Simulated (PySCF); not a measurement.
PySCF input for Te(I)(SMe) (CH3ISTe), SMILES CS[Te]I, TDA-PBE/def2-SVPD. The structure is a stationary point at B3LYP-D3(BJ)/def2-SVP. This is a generated structure with no PubChem entry under its InChIKey; it may be hypothetical. The def2 effective core potentials stand for the cores of I, Te; spin–orbit coupling is left out. One conformer was computed; it need not be the lowest.

```python
import numpy as np
from pyscf import gto, scf, dft, tdscf

mol = gto.M(
    atom='''
    Te    0.31989964   -0.79987425    0.78570412
    I    -1.22122740    1.31080402   -0.15605133
    S     2.17137389   -0.78144275   -0.73678734
    C     1.51888228   -1.65348934   -2.20983075
    H     1.18821221   -2.66965608   -1.95776953
    H     2.35402430   -1.70302943   -2.92523751
    H     0.69275818   -1.08244644   -2.65530479
    ''',
    basis='def2-SVPD',
    ecp={'I': 'def2-svp', 'Te': 'def2-svp'},
    charge=0,
    spin=0,
    max_memory=1600,
    verbose=4,
)
mf = dft.RKS(mol, xc='pbe').density_fit(auxbasis='def2-universal-jkfit')
mf.grids.level = 3
mf.conv_tol = 1e-9
mf.max_cycle = 100
mf.kernel()
mf.grids = dft.Grids(mol).set(level=1).build(with_non0tab=True)  # coarser grid for the response kernel
td = tdscf.TDA(mf)
td.singlet = True
td.nstates = 10
td.conv_tol = 1e-4
td.positive_eig_threshold = 1e-6
td.kernel(x0=td.get_init_guess(mf, 15))
td.analyze()
tt = tdscf.TDA(mf)
tt.singlet = False
tt.nstates = 4
tt.conv_tol = 1e-4
tt.positive_eig_threshold = 1e-6
tt.kernel(x0=tt.get_init_guess(mf, 9))
tt.analyze(verbose=3)
```

It prints:

```
PySCF version 2.14.0

[INPUT] verbose = 4
[INPUT] num. atoms = 7
[INPUT] num. electrons = 74
[INPUT] charge = 0
[INPUT] spin (= nelec alpha-beta = 2S) = 0
[INPUT] symmetry False subgroup None
[INPUT] Mole.unit = angstrom
[INPUT] Symbol           X                Y                Z      unit          X                Y                Z       unit  Magmom
[INPUT]  1 Te     0.319899640000  -0.799874250000   0.785704120000 AA    0.604522706947  -1.511543266592   1.484765601742 Bohr   0.0
[INPUT]  2 I     -1.221227400000   1.310804020000  -0.156051330000 AA   -2.307785321815   2.477060600779  -0.294894275074 Bohr   0.0
[INPUT]  3 S      2.171373890000  -0.781442750000  -0.736787340000 AA    4.103301966131  -1.476712779527  -1.392326284647 Bohr   0.0
[INPUT]  4 C      1.518882280000  -1.653489340000  -2.209830750000 AA    2.870271524655  -3.124642002488  -4.175974899142 Bohr   0.0
[INPUT]  5 H      1.188212210000  -2.669656080000  -1.957769530000 AA    2.245395654764  -5.044918837980  -3.699648226718 Bohr   0.0
[INPUT]  6 H      2.354024300000  -1.703029430000  -2.925237510000 AA    4.448461217571  -3.218259204774  -5.527897743205 Bohr   0.0
[INPUT]  7 H      0.692758180000  -1.082446440000  -2.655304790000 AA    1.309123230752  -2.045527316110  -5.017798830346 Bohr   0.0

nuclear repulsion = 358.450364571865
number of shells = 57
number of NR pGTOs = 245
number of NR cGTOs = 141
basis = def2-SVPD
ecp = {'I': 'def2-svp', 'Te': 'def2-svp'}


[settings echo left out]
init E= -944.14647468961
  HOMO = -0.903777915579  LUMO = -0.875141521585211  gap/eV = 0.77924
cycle= 1 E= -995.085217856968  delta_E= -50.9  |g|= 5.58  |ddm|= 15.2
  HOMO = -0.168068510446785  LUMO = -0.164673435630923  gap/eV = 0.09238
cycle= 2 E= -836.17122211047  delta_E=  159  |g|= 14.6  |ddm|= 80.2
  HOMO = -0.192485354135168  LUMO = -0.13828032109693  gap/eV = 1.47499
cycle= 3 E= -1002.7583649338  delta_E= -167  |g|= 1.62  |ddm|= 79.4
  HOMO = -0.106030088807554  LUMO = -0.0745883915803772  gap/eV = 0.85557
cycle= 4 E= -1001.88131602376  delta_E= 0.877  |g|= 2.05  |ddm|= 5.66
  HOMO = -0.199087635896829  LUMO = -0.138149780790703  gap/eV = 1.65820
cycle= 5 E= -1003.37986594582  delta_E= -1.5  |g|= 0.467  |ddm|= 3.87
  HOMO = -0.190370986554853  LUMO = -0.12995131639331  gap/eV = 1.64410
cycle= 6 E= -1003.42373655012  delta_E= -0.0439  |g|= 0.334  |ddm|= 1.31
  HOMO = -0.197978953353395  LUMO = -0.136657548248382  gap/eV = 1.66864
cycle= 7 E= -1003.46769379163  delta_E= -0.044  |g|= 0.142  |ddm|= 0.715
  HOMO = -0.197852586757252  LUMO = -0.135298799681391  gap/eV = 1.70218
cycle= 8 E= -1003.47520928711  delta_E= -0.00752  |g|= 0.0337  |ddm|= 0.267
  HOMO = -0.197580427589589  LUMO = -0.135502852226687  gap/eV = 1.68922
cycle= 9 E= -1003.47549072787  delta_E= -0.000281  |g|= 0.0182  |ddm|= 0.0692
  HOMO = -0.198866359947022  LUMO = -0.136470444926256  gap/eV = 1.69788
cycle= 10 E= -1003.47560640777  delta_E= -0.000116  |g|= 0.00417  |ddm|= 0.0306
  HOMO = -0.198607899706698  LUMO = -0.136285573923055  gap/eV = 1.69588
cycle= 11 E= -1003.4756110656  delta_E= -4.66e-06  |g|= 0.00184  |ddm|= 0.00802
  HOMO = -0.198508106575363  LUMO = -0.136170366950195  gap/eV = 1.69630
cycle= 12 E= -1003.47561238836  delta_E= -1.32e-06  |g|= 0.000375  |ddm|= 0.00345
  HOMO = -0.198533344079525  LUMO = -0.136194888265809  gap/eV = 1.69632
cycle= 13 E= -1003.47561243208  delta_E= -4.37e-08  |g|= 0.000127  |ddm|= 0.000731
  HOMO = -0.198534394025621  LUMO = -0.136195485278253  gap/eV = 1.69633
cycle= 14 E= -1003.47561243915  delta_E= -7.07e-09  |g|= 1.48e-05  |ddm|= 0.000237
  HOMO = -0.198534685443511  LUMO = -0.136195684413701  gap/eV = 1.69633
cycle= 15 E= -1003.47561243918  delta_E= -3.27e-11  |g|= 1.03e-05  |ddm|= 3.98e-05
  HOMO = -0.198534078039259  LUMO = -0.136195447613706  gap/eV = 1.69632
Extra cycle  E= -1003.47561243893  delta_E= 2.49e-10  |g|= 2.56e-05  |ddm|= 6.53e-05
converged SCF energy = -1003.47561243893
tot grids = 34968
Overwritten attributes  positive_eig_threshold  of <class 'pyscf.tdscf.rks.TDA'>


******** <class 'pyscf.tdscf.rks.TDA'> for <class 'pyscf.df.df_jk.DFRKS'> ********
nstates = 10 singlet
deg_eia_thresh = 1.000e-03
wfnsym = None
conv_tol = 0.0001
eigh lindep = 1e-12
eigh level_shift = 0
eigh max_cycle = 100


Excitation energies (eV)
[2.01920016 2.85916298 3.06641797 3.2505521  3.51455589 3.75095959
 4.21714518 4.28553009 4.74040308 4.97228998]

** Singlet excitation energies and oscillator strengths **
Excited State   1:      2.01920 eV    614.03 nm  f=0.0017
      37 -> 38        0.70549
Excited State   2:      2.85916 eV    433.64 nm  f=0.0002
      37 -> 39       -0.69760
Excited State   3:      3.06642 eV    404.33 nm  f=0.0213
      35 -> 38       -0.37004
      35 -> 39        0.11682
      36 -> 38       -0.57552
Excited State   4:      3.25055 eV    381.43 nm  f=0.0269
      34 -> 38       -0.14828
      35 -> 38       -0.57959
      35 -> 39       -0.17439
      36 -> 38        0.29753
      36 -> 39       -0.10210
Excited State   5:      3.51456 eV    352.77 nm  f=0.0061
      34 -> 38        0.67211
      35 -> 39       -0.13257
      36 -> 39       -0.12215
Excited State   6:      3.75096 eV    330.54 nm  f=0.0138
      36 -> 39       -0.68164
Excited State   7:      4.21715 eV    294.00 nm  f=0.0639
      32 -> 38        0.18477
      33 -> 39        0.12742
      34 -> 39        0.12837
      35 -> 39        0.60840
      36 -> 38        0.15284
Excited State   8:      4.28553 eV    289.31 nm  f=0.0018
      34 -> 39       -0.68912
      35 -> 39        0.11549
Excited State   9:      4.74040 eV    261.55 nm  f=0.0071
      32 -> 38       -0.18083
      33 -> 38       -0.65767
      33 -> 39        0.11483
      37 -> 40       -0.10368
Excited State  10:      4.97229 eV    249.35 nm  f=0.0379
      33 -> 39       -0.16877
      37 -> 40       -0.66883

** Transition electric dipole moments (AU) **
state          X           Y           Z        Dip. S.      Osc.
  1        -0.0388     -0.1494     -0.1060      0.0351      0.0017
  2         0.0129      0.0380     -0.0290      0.0024      0.0002
  3         0.4320     -0.1916     -0.2452      0.2834      0.0213
  4        -0.4465      0.3702      0.0423      0.3383      0.0269
  5        -0.1958      0.1561      0.0917      0.0711      0.0061
  6         0.2179     -0.3120      0.0727      0.1502      0.0138
  7        -0.6336      0.4474      0.1308      0.6187      0.0639
  8        -0.0337      0.1102      0.0612      0.0170      0.0018
  9        -0.1111     -0.0529      0.2150      0.0614      0.0071
 10         0.3801     -0.2893     -0.2877      0.3110      0.0379

WARN: ECP detected. Skipping calculation of transition velocity and magnetic dipole moments, which have not yet been implemented.



******** <class 'pyscf.tdscf.rks.TDA'> for <class 'pyscf.df.df_jk.DFRKS'> ********
nstates = 4 triplet
deg_eia_thresh = 1.000e-03
wfnsym = None
conv_tol = 0.0001
eigh lindep = 1e-12
eigh level_shift = 0
eigh max_cycle = 100


Excitation energies (eV)
[1.45826974 2.38845346 2.39211059 2.70399676]

** Triplet excitation energies and oscillator strengths **
Excited State   1:      1.45827 eV    850.21 nm  f=0.0000
Excited State   2:      2.38845 eV    519.10 nm  f=0.0000
Excited State   3:      2.39211 eV    518.30 nm  f=0.0000
Excited State   4:      2.70400 eV    458.52 nm  f=0.0000
```

The run converged.

Cost: roughly 40 core-seconds.
